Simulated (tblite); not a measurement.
Species: C₃H₂F₃O (doublet state).
SMILES with atom numbers: `[F:1][C:2]([F:3])[C@:4]1([F:5])[CH2:6][O:7]1` (hydrogens: H8, H9 on C6)

Geometry (GFN2-xTB, Å), atoms numbered from 1 in this order:
```
atom  x, y, z in Å
F1     2.2219    0.1714    0.8974
C2     1.3931   -0.1076   -0.1033
F3     1.4749   -1.3936   -0.4428
C4     0.0620    0.5135   -0.1102
F5     0.0866    1.7587    0.4233
C6    -1.2180   -0.2360   -0.0016
O7    -0.7572    0.3576   -1.1923
H8    -1.1964   -1.3182    0.0275
H9    -2.0533    0.2604    0.4767
```

Computed with GFN2-xTB (tblite): harmonic, unscaled wavenumbers at the GFN2-xTB geometry, gas phase. Against measured fundamentals such values can be off by several per cent, at times by over 20. One conformer, not necessarily the lowest. Open shells enter through the occupations alone, without spin polarisation, and single modes of such species can be off by tens of per cent.

Harmonic wavenumbers (cm⁻¹): 48.6, 166.8, 209.5, 339.6, 389.3, 454.4, 476.6, 545.9, 707.5, 848.4, 931.0, 1002.6, 1056.1, 1078.6, 1111.1, 1207.5, 1288.8, 1370.6, 1426.9, 3042.9, 3066.9.

A = 4147, B = 2487, C = 1755 MHz; mass 111.006 u (most abundant isotopes); point group C1, symmetry number 1; spin multiplicity 2.

Task: Zero-point energy?

Result: Half the sum of the wavenumbers: 10385 cm⁻¹ = 124.23 kJ/mol.

Task: What is S at 500 K and 1 bar for an ideal gas of classical rigid rotors and harmonic oscillators?

Result: Translation 178.34, rotation 120.57, vibration 105.76, spin (R ln 2) 5.76: S = 410.4 J/(mol K).

Task: And Cp and H(500 K) − H(0)?

Result: Cp = 137.51 J/(mol K), of which vibrations give 104.25 (their classical limit is 21 R = 174.6); H(500 K) − H(0) = 44.19 kJ/mol without the zero-point energy, 27.56 from vibrations.

Task: Blend soft modes into free rotors: weight 1/[1 + (100 cm⁻¹/ν̃)⁴] for the oscillator and the rest for a rotor with moment μB/(μ + B), μ = h/(8π²ν), B = 10⁻⁴⁴ kg m². What vibrational entropy results?

Result: 98.22 J/(mol K) in place of 105.76, which changes −T·S at 500 K by +3.77 kJ/mol.

Task: How do the functions run with temperature in this model?

Result: 
```tsv
T (K)	S (J/(mol K))	Cp (J/(mol K))	H − H(0) (kJ/mol)	G − H(0) (kJ/mol)	ln q(vib)
100	267.9	54.3	4.29	-22.49	0.85
200	313.1	78.8	10.96	-51.66	2.09
300	349.4	101.7	20.00	-84.83	3.41
800	482.1	166.2	90.30	-295.42	9.89
1000	520.4	176.8	124.67	-395.78	12.18
```

q(vib) and H(0) count from the zero-point level.

Task: What must be added to the electronic energy to get the Gibbs energy at 500 K and 1 bar?

Result: ZPE + [H(500 K) − H(0)] − T·S = 124.23 + 44.19 − 205.22 = -36.80 kJ/mol.

Hindered rotation and anharmonicity are outside this model. Other conformers, if any are populated, would add a mixing term that is left out. The structure is chiral; the term R ln 2 for an equal mix with its mirror image is left out.
